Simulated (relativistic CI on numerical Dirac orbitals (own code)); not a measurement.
B III: what numerical and physical settings do to a radial Dirac CI calculation

Reference input:

```
atom B  Z=5  charge=2  electrons=3
nucleus A=11  rms_radius_fm=2.4060
hamiltonian dirac-coulomb  breit=on  qed=on  c_scale=1
orbitals kli  potential=per-configuration
slater_scale 1
correlation none
mixing on
grid step=0.0125 r_max=34.3
scf mixing=0.4 start=green max_iterations=150 tolerance=2e-08 node_fill=0.05
configurations
  [He] 2s
  [He] 2p
  [He] 3s
  [He] 3p
  [He] 3d
end
```

Computed lowest total energy -23.38049 Ha, first excitation 48876.7 cm⁻¹, 43 SCF steps. Runs with settings changed; * marks those that are bad on purpose (the QED terms keep the true α when c is scaled):

```
                                                                 Changed        Outcome  Lowest level    ΔE (Ha)  First excitation (cm⁻¹)  SCF steps                         Message
                                                    start potential bare      converged     2s 2S_1/2  -1.07e-10                  48876.7         47                                
SCF tolerance 0.0001, iteration limit 20, node fill of the KLI weights 0      converged     2s 2S_1/2   5.62e-05                  48867.8         32                                
                                                      speed of light × 2      converged     2s 2S_1/2     0.0044                  48836.8         43                                
                 nuclear radius 3.1278 fm, end of the grid at 102.9 bohr      converged     2s 2S_1/2  -2.37e-07                  48876.7         43                                
                                                     iteration limit 6 *  not converged                                                            6  SCF of 1s2 2s did not converge
                                               nuclear radius 24.06 fm *      converged     2s 2S_1/2   0.000151                  48875.7         43
```

With so few configurations and no correlation, terms lie too far apart (by 10 to 50 % near neutrality), their order can be wrong, and levels of other configurations are missing.
